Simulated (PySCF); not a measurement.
ECD: `[C@H]1(F)COCS[C@@H]1F`, C$_{4}$H$_{6}$F$_{2}$OS

Molfile (atoms numbered from 1):
```
C4H6F2OS
     RDKit          3D

 14 14  0  0  0  0  0  0  0  0999 V2000
   -1.5188    0.8524    1.3432 F   0  0  0  0  0  0  0  0  0  0  0  0
   -1.1787    0.3114    0.1311 C   0  0  1  0  0  0  0  0  0  0  0  0
   -0.0770    1.1427   -0.5386 C   0  0  0  0  0  0  0  0  0  0  0  0
    1.1554    1.0995    0.1361 O   0  0  0  0  0  0  0  0  0  0  0  0
    1.7363   -0.1525    0.1584 C   0  0  0  0  0  0  0  0  0  0  0  0
    0.8036   -1.3316    1.2164 S   0  0  0  0  0  0  0  0  0  0  0  0
   -0.7782   -1.1516    0.3404 C   0  0  2  0  0  0  0  0  0  0  0  0
   -0.7173   -1.7474   -0.8960 F   0  0  0  0  0  0  0  0  0  0  0  0
   -2.0821    0.3425   -0.4945 H   0  0  0  0  0  0  0  0  0  0  0  0
   -0.3748    2.1931   -0.5438 H   0  0  0  0  0  0  0  0  0  0  0  0
    0.0335    0.7827   -1.5727 H   0  0  0  0  0  0  0  0  0  0  0  0
    1.8055   -0.6012   -0.8413 H   0  0  0  0  0  0  0  0  0  0  0  0
    2.7227   -0.0556    0.6093 H   0  0  0  0  0  0  0  0  0  0  0  0
   -1.5307   -1.6849    0.9297 H   0  0  0  0  0  0  0  0  0  0  0  0
  1  2  1  0
  2  3  1  0
  3  4  1  0
  4  5  1  0
  5  6  1  0
  6  7  1  0
  7  8  1  0
  7  2  1  0
  2  9  1  6
  3 10  1  0
  3 11  1  0
  5 12  1  0
  5 13  1  0
  7 14  1  1
M  END
```

Method: TDDFT LC-wPBE/def2-SVPD circular dichroism and optical rotation, one conformer, gas phase (PySCF). Geometry: GFN2-xTB.

Question: Assign R or S to each stereocentre.

Answer: C2 S, C7 S.

Question: Which excitations and rotatory strengths does the calculation give?

Answer: Rotatory strengths R in 10⁻⁴⁰ esu² cm², velocity form and length form (origin at the centre of mass); f in length form.
```csv
state,E (eV),λ (nm),f,R (velocity),R (length),main
1,5.86,212,0.0004,+6.6,+5.8,"HOMO→LUMO 0.53, HOMO→LUMO+9 0.11"
2,7.41,167,0.023,+27.4,+26.2,"HOMO→LUMO+1 0.53, HOMO→LUMO+2 0.23"
3,7.69,161,0.014,-12.0,-12.5,"HOMO→LUMO+4 0.20, HOMO→LUMO+2 0.16"
4,7.91,157,0.084,-30.7,-23.4,HOMO−1→LUMO 0.55
5,8.13,152,0.003,-2.8,-3.1,"HOMO−1→LUMO+4 0.31, HOMO−1→LUMO+2 0.23"
6,8.23,151,0.058,-9.9,-14.7,"HOMO→LUMO+6 0.44, HOMO→LUMO+5 0.09"
7,8.58,145,0.067,-22.9,-21.3,"HOMO→LUMO+3 0.28, HOMO−1→LUMO+1 0.10"
8,8.66,143,0.016,-24.8,-24.5,"HOMO→LUMO+4 0.21, HOMO→LUMO+2 0.13"
9,8.67,143,0.010,-28.8,-27.2,"HOMO→LUMO+4 0.18, HOMO→LUMO+3 0.17"
10,8.96,138,0.039,+8.3,+9.7,"HOMO−1→LUMO+3 0.22, HOMO−1→LUMO+6 0.09"
11,9.10,136,0.071,+17.4,+17.4,HOMO−2→LUMO 0.33
12,9.22,134,0.019,+19.5,+18.7,"HOMO→LUMO+3 0.13, HOMO→LUMO+2 0.12"
13,9.24,134,0.038,-13.7,-11.4,"HOMO−1→LUMO+2 0.21, HOMO−1→LUMO+4 0.18"
14,9.44,131,0.006,+4.5,+4.1,"HOMO→LUMO+8 0.13, HOMO−2→LUMO+3 0.12"
15,9.47,131,0.065,-40.1,-40.2,"HOMO−1→LUMO+3 0.19, HOMO−1→LUMO+5 0.16"
16,9.50,130,0.061,+99.3,+99.7,"HOMO−1→LUMO+6 0.28, HOMO−1→LUMO+5 0.12"
```

Among the states computed, the strongest CD band (largest |R|) is state 16. The largest dissymmetry factor in size, g = 4R/(D+G), with D and G the electric and magnetic dipole strengths, is +0.12 for state 1 (velocity form, f = 0.0005), among bands with |R| over 0.5. The mirror image has the same energies and oscillator strengths and all R with the opposite sign.
